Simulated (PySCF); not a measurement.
C₄H₉, charge -1, singlet, at a GFN2-xTB geometry (in this run its highest filled SCF level lies above zero, so its values depend strongly on the basis, on diffuse functions most of all). Base run: MN15/STO-3G (PySCF).

Geometry (Å):
```xyz
13

C      0.0036     0.0728     0.3585
H      0.0141    -0.0246     1.4918
C      0.0020     1.4891    -0.2129
H     -0.8784     2.0227     0.2648
H      0.8941     2.0179     0.2479
C      1.2425    -0.6865    -0.1302
H      1.2725    -0.6733    -1.2191
H      2.1485    -0.2035     0.2359
H      1.2477    -1.7302     0.2096
C     -1.2484    -0.6798    -0.1065
H     -1.2991    -0.6664    -1.1946
H     -1.2527    -1.7235     0.2334
H     -2.1447    -0.1920     0.2767
```
Charge -1, spin multiplicity 1.
All else is at PySCF's defaults.
Base energy -154.77080 Eh.

Variants of this job, named by their change:

```
change                                     ΔE vs base (mEh)  grid points  electrons on the grid
-----------------------------------------  ----------------  -----------  ---------------------
base                                                  0.000       144744               33.99996
grids.level = 2                                       0.002        93184               33.99997
grids.radi_method = mura_knowles                      0.002       138480               33.99996
grids.atom_grid = (50, 194)                          -0.022        86120               33.99983
grids.level = 5                                      -0.011       383776               34.00000
grids.prune = dft.gen_grid.treutler_prune            -0.003       123720               33.99995
grids.atom_grid = (75, 302)                           0.000       190016               33.99996
grids.becke_scheme = stratmann                       -0.002       144744               33.99995
small_rho_cutoff = 0                                  0.000       144744               33.99996
grids.prune = off                                     0.000       226504               33.99996
grids.level = 0                                      -131.7         9928               33.99379
```
